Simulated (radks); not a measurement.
Values are calculated unless marked as measured or tabulated.
Task: All-electron atom: Pm LIX in [He] 2s1. Level of theory: scalar-relativistic Kohn-Sham, PBE, spin-polarised, spherical densities, finite nucleus; open shells are filled with parallel spins first (spin-orbit coupling, left out, can overturn this in heavy ions); Fermi nuclear charge, rms radius 4.962 fm (a radial shooting solver on a logarithmic mesh with Libxc functionals). Some entries of the table are withheld. Estimate them.

orbital,occ.,eigenvalue (hartree),<r> (bohr)
1s up,1,-1893.681,(1)
1s down,1,-1892.945,(2)
2s up,1,-467.4464,0.09360
2p up,0,(3),0.08118
3s up,0,-202.3433,0.2153

Result: 
(1) 1s up <r> (bohr): 0.02307
(2) 1s down <r> (bohr): 0.02307
(3) 2p up eigenvalue (hartree): -445.3718
